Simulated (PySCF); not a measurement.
Isomers of C5H9F3Si.

All values: PBE0/pcSseg-1 (PySCF) at GFN2-xTB geometries, gas phase, one conformer each.

Task: Rank by LUMO energy, highest first.
A. `[CH3:1][C@@H:2]1[SiH2:3][CH2:4][C@H:5]1[C:6]([F:7])([F:8])[F:9]` with C1–C2–Si3–C4 -128°, C2–Si3–C4–C5 9°, Si3–C4–C5–C6 -132°, C1–C2–C5–C4 135°
B. `[CH2:1]=[CH:2][C@@H:3]([CH2:4][SiH3:5])[C:6]([F:7])([F:8])[F:9]` with C1–C2–C3–C4 118°, C2–C3–C4–Si5 -177°
C. `[CH2:1]=[CH:2][Si@@H:3]([CH2:4][CH3:5])[C:6]([F:7])([F:8])[F:9]` with C1–C2–Si3–C4 77°, C2–Si3–C4–C5 50°
D. `[F:1][C:2]([F:3])([F:4])[C@@H:5]1[CH2:6][CH2:7][CH2:8][SiH2:9]1` with C2–C5–C6–C7 -161°, C5–C6–C7–C8 51°, C6–C7–C8–Si9 -38°, C7–C8–Si9–C5 13°

Result: D (0.58 eV), A (0.00 eV), B (-0.12 eV), C (-0.86 eV).

Task: Rank by dipole moment, highest first.
A. `[F:1][C:2]([F:3])([F:4])[C@@H:5]1[CH2:6][CH2:7][CH2:8][SiH2:9]1` with C2–C5–C6–C7 -161°, C5–C6–C7–C8 51°, C6–C7–C8–Si9 -38°, C7–C8–Si9–C5 13°
B. `[CH2:1]=[CH:2][Si@@H:3]([CH2:4][CH3:5])[C:6]([F:7])([F:8])[F:9]` with C1–C2–Si3–C4 77°, C2–Si3–C4–C5 50°
C. `[CH3:1][C@@H:2]1[SiH2:3][CH2:4][C@H:5]1[C:6]([F:7])([F:8])[F:9]` with C1–C2–Si3–C4 -128°, C2–Si3–C4–C5 9°, Si3–C4–C5–C6 -132°, C1–C2–C5–C4 135°
D. `[CH2:1]=[CH:2][C@@H:3]([CH2:4][SiH3:5])[C:6]([F:7])([F:8])[F:9]` with C1–C2–C3–C4 118°, C2–C3–C4–Si5 -177°

Result: B (3.22 D), A (2.96 D), C (2.53 D), D (2.28 D).

All values together:

```tsv
SMILES	μ (D)	HOMO (eV)	LUMO (eV)	lowest IAO charge (e)	highest IAO charge (e)	lowest Hirshfeld charge (e)	highest Hirshfeld charge (e)
C=C[Si@@H](CC)C(F)(F)F	3.22	-8.23	-0.86	-0.535 (C)	+0.871 (Si)	-0.153 (C)	+0.355 (Si)
C[C@@H]1[SiH2]C[C@H]1C(F)(F)F	2.53	-8.05	0.00	-0.544 (C)	+0.803 (C)	-0.169 (C)	+0.355 (Si)
FC(F)(F)[C@@H]1CCC[SiH2]1	2.96	-8.69	0.58	-0.544 (C)	+0.805 (C)	-0.158 (C)	+0.340 (Si)
C=C[C@@H](C[SiH3])C(F)(F)F	2.28	-7.98	-0.12	-0.537 (C)	+0.801 (C)	-0.161 (C)	+0.298 (Si)
```

Conformers: `[CH2:1]=[CH:2][Si@@H:3]([CH2:4][CH3:5])[C:6]([F:7])([F:8])[F:9]` with C1–C2–Si3–C4 77°, C2–Si3–C4–C5 50°; `[CH3:1][C@@H:2]1[SiH2:3][CH2:4][C@H:5]1[C:6]([F:7])([F:8])[F:9]` with C1–C2–Si3–C4 -128°, C2–Si3–C4–C5 9°, Si3–C4–C5–C6 -132°, C1–C2–C5–C4 135°; `[F:1][C:2]([F:3])([F:4])[C@@H:5]1[CH2:6][CH2:7][CH2:8][SiH2:9]1` with C2–C5–C6–C7 -161°, C5–C6–C7–C8 51°, C6–C7–C8–Si9 -38°, C7–C8–Si9–C5 13°; `[CH2:1]=[CH:2][C@@H:3]([CH2:4][SiH3:5])[C:6]([F:7])([F:8])[F:9]` with C1–C2–C3–C4 118°, C2–C3–C4–Si5 -177°.
